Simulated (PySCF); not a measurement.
Species: CH₅Cl₃P₂Si₂.
Atom-mapped SMILES: `[Cl:1][C:2]([Cl:3])([Cl:4])[SiH:5]1[PH:6][SiH2:7][PH:8]1` (hydrogens: H9 on Si5; H10 on P6; H11, H12 on Si7; H13 on P8)

Computed, not measured: PySCF, TDDFT CAM-B3LYP/def2-SVPD, vertical, gas phase, core orbitals frozen in the response. Geometry: GFN2-xTB; no solvent, vibrations or thermal averaging.

Problem. Predict the UV-vis stick spectrum at this level.

Solution. 

```
state  E (eV)  ν̃ (cm⁻¹)       f  main configurations (H = HOMO, L = LUMO)
   S1    4.69      37830  0.0014                                 H→L (90%)
   S2    5.04      40650  0.0003                               H→L+1 (89%)
   S3    5.53      44630  0.0034                  H→L+2 (48%), H→L+3 (38%)
   S4    5.88      47400  0.0029       H→L+4 (67%), H→L+6 (9%), H→L+3 (8%)
   S5    6.03      48620  0.0037                               H-1→L (77%)
   S6    6.12      49380  0.0062     H→L+3 (36%), H→L+2 (34%), H→L+4 (11%)
   S7    6.33      51060   0.039                H-2→L (53%), H-1→L+2 (13%)
   S8    6.42      51810  0.0066   H-1→L+2 (23%), H-3→L (17%), H-2→L (13%)
```

Triplets, Tamm–Dancoff:

```json
{"state": "T1", "E (eV)": "4.24", "λ (nm)": "292.5", "main configurations (H = HOMO, L = LUMO)": "H→L (83%)"}
{"state": "T2", "E (eV)": "4.52", "λ (nm)": "274.2", "main configurations (H = HOMO, L = LUMO)": "H→L+1 (78%)"}
{"state": "T3", "E (eV)": "5.13", "λ (nm)": "241.6", "main configurations (H = HOMO, L = LUMO)": "H→L+3 (38%), H→L+2 (33%)"}
```

The lowest singlet lies at 4.69 eV (264 nm, ultraviolet) and is very weak; its leading configuration is HOMO→LUMO (90%). The most intense listed level is S7 at 6.33 eV (196 nm, f = 0.039), 1.64 eV above S1. Löwdin shares by element: HOMO phosphorus 72%, silicon 16%; LUMO silicon 33%, phosphorus 31% (atoms not listed hold the other 36%). The listed states span 1.73 eV, and the widest gap between neighbours is 0.49 eV (S2 to S3). The oscillator strengths of these states sum to 0.063; summed over the whole spectrum of an exact calculation they would give the number of electrons, 120 (Thomas–Reiche–Kuhn). Orbital energies (eV): HOMO-3 -10.06, HOMO-2 -9.75, HOMO-1 -9.50, HOMO -8.10, LUMO -0.26, LUMO+1 0.09, LUMO+2 0.23. Singlets were solved by full linear response, triplets in the Tamm–Dancoff approximation.

Time: 2.5 min wall (grids of density and orbitals included); peak memory 1.2 GiB. Hardware: an Arm Neoverse N1 with one thread, shared host with 64 logical CPUs at a one-minute load of 62.
